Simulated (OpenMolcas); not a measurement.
# Mo+: terms and fine structure

```json
{"Program": "OpenMolcas 26.06", "Method": "SS-CASPT2, IPEA 0.25 Eh, imaginary shift 0.1 Eh (closed shells correlated: 4s 4p)", "Basis": "ANO-RCC-VTZP [7s6p4d2f1g]", "Scalar Hamiltonian": "DKH2, point nucleus", "Active space": "5 electrons in 6 orbitals (4d 5s)", "State averaging": "2S+1 = 6 even, 6 roots; 2S+1 = 4 even, 64 roots; 2S+1 = 2 even, 110 roots", "Spin-orbit coupling": "state interaction with AMFI integrals over the reference wave functions, term energies averaged over their components"}
```

Spin-free terms above the lowest, with the occupations of the reference:

```tsv
Configuration	Term	E (cm⁻¹)	Occupations
4d⁵	⁶S	0.0	4d 5.00
4d⁴ 5s	⁶D	12510	4d 4.00 5s 1.00
4d⁵	⁴G	16560	4d 4.93 5s 0.07
4d⁵	⁴D	16970	4d 4.59 5s 0.41
4d⁵	⁴P	17410	4d 4.75 5s 0.25
4d⁴ 5s	⁴D(1)	24390	4d 4.31 5s 0.69
4d⁵	²D	24970	4d 4.81 5s 0.19
4d⁵	²I	25370	4d 4.99 5s 0.01
4d⁴ 5s	⁴F	25910	4d 4.20 5s 0.80
4d⁵	²F(1)	26170	4d 4.77 5s 0.23
4d⁴ 5s	⁴H	27450	4d 4.00 5s 1.00
4d⁵	²G	28290	4d 4.69 5s 0.31
4d⁴ 5s	⁴P	28470	4d 4.20 5s 0.80
4d⁵	⁴F	29230	4d 4.72 5s 0.28
```

With spin-orbit coupling, above the lowest level:

```csv
Configuration,Term,J,E (cm⁻¹),Measured (cm⁻¹),g,Term weight %,Second
4d⁵,⁶S,5/2,0.0,0.0,2.000,99,
4d⁴ 5s,⁶D,1/2,11540,11783,3.326,98,
4d⁴ 5s,⁶D,3/2,11780,12034,1.866,99,
4d⁴ 5s,⁶D,5/2,12150,12417,1.658,99,
4d⁴ 5s,⁶D,7/2,12620,12900,1.587,100,
4d⁴ 5s,⁶D,9/2,13160,13461,1.555,99,
4d⁵,⁴D,3/2,16300,,1.359,70,29 ⁴P
4d⁵,⁴G,5/2,16360,,1.056,43,37 ⁴D
4d⁵,⁴D,1/2,16420,,0.569,78,21 ⁴P
4d⁵,⁴G,5/2,16470,,0.965,55,30 ⁴D
4d⁵,⁴G,7/2,16530,15331,0.990,98,
4d⁵,⁴G,11/2,16610,15447,1.272,99,
4d⁵,⁴G,9/2,16610,15428,1.172,100,
4d⁵,⁴D,7/2,17240,,1.423,98,
4d⁵,⁴P,1/2,17380,,2.102,77,21 ⁴D
4d⁵,⁴P,3/2,17830,,1.569,69,29 ⁴D
4d⁵,⁴P,5/2,18070,,1.516,64,32 ⁴D
4d⁴ 5s,⁴D(1),1/2,23990,,0.028,97,
4d⁴ 5s,⁴D(1),3/2,24150,,1.196,95,
4d⁵,²D,5/2,24230,,1.214,39,37 4d⁴ 5s ⁴D(1)
4d⁴ 5s,⁴D(1),5/2,24510,,1.257,61,25 4d⁵ ²D
4d⁴ 5s,⁴D(1),7/2,24580,,1.422,97,
4d⁵,²D,3/2,24930,,0.760,84,12 4d⁴ 5s ⁴F
4d⁵,²I,11/2,25240,,0.931,95,4 ²H
4d⁵,²I,13/2,25480,,1.077,100,
4d⁴ 5s,⁴F,9/2,25830,,1.302,85,10 4d⁵ ²G
4d⁴ 5s,⁴F,7/2,25860,,1.214,90,3 4d⁵ ²G
4d⁴ 5s,⁴F,5/2,25890,,1.026,95,
4d⁴ 5s,⁴F,3/2,25910,,0.449,87,11 4d⁵ ²D
4d⁵,²F(1),7/2,26470,,1.133,93,4 ²G
4d⁵,²F(1),5/2,26650,,0.957,66,26 ²D
4d⁴ 5s,⁴H,7/2,26960,,0.695,92,3 ⁴F
4d⁴ 5s,⁴H,9/2,27200,,0.985,94,3 ⁴F
4d⁴ 5s,⁴P,1/2,27350,,2.622,95,2 4d⁵ ²S
4d⁴ 5s,⁴H,11/2,27460,,1.137,96,3 ⁴G
4d⁴ 5s,⁴H,13/2,27800,,1.230,99,
4d⁴ 5s,⁴P,3/2,28080,,1.718,97,
4d⁵,²G,9/2,28250,,1.100,65,20 ²H
4d⁵,²G,7/2,28260,,0.968,69,12 ⁴F
4d⁵,⁴F,7/2,28970,,1.125,43,32 ²F(2)
```

Against the 8 measured excited levels shown (NIST Handbook of Basic Atomic Spectroscopic Data) the mean absolute deviation is 610 cm-1; the largest miss in energy is 4d⁵ ⁴G_7/2: computed 16530, measured 15331 cm⁻¹ (+7.8 %).

Spin-orbit coupling puts the lowest level 106 cm⁻¹ below the lowest spin-free term.

CASPT2 does not keep the components of a term degenerate, so their means are used; among the terms shown or strongly mixed into the levels shown the widest spread is 310 cm-1 (4d⁴ 5s ⁶D). Configurations are named by rounded mean occupations; where the s occupation lies near a half they are strongly mixed, a name can repeat and a true partner stay unpaired. A single d shell beside an s shell can misplace configurations of different d count against each other. The CASPT2 spread within a term exceeds the gap to the next term for 4d⁵ ²F(2) and 4d⁵ ²H, so the order of their levels is uncertain. Measured partners are found by configuration, term and J. A level has none where our copy of the source lacks it or the pairing is in doubt (some pairs that miss far off the trend of their configuration count as doubtful), and it then counts in no deviation. Only configurations of the active space appear. The first state left out of the spin-orbit step lies near 45000 cm-1 above the lowest spin-free state of the reference (among the parities and spins computed), and the list stops at four fifths of that energy or lower. The table shows the lowest 40 of 66 levels.

The term weight is that of the spin-free term in the level, not the purity of its configuration. A number in round brackets counts repeated terms of one configuration in the order of the reference energies.
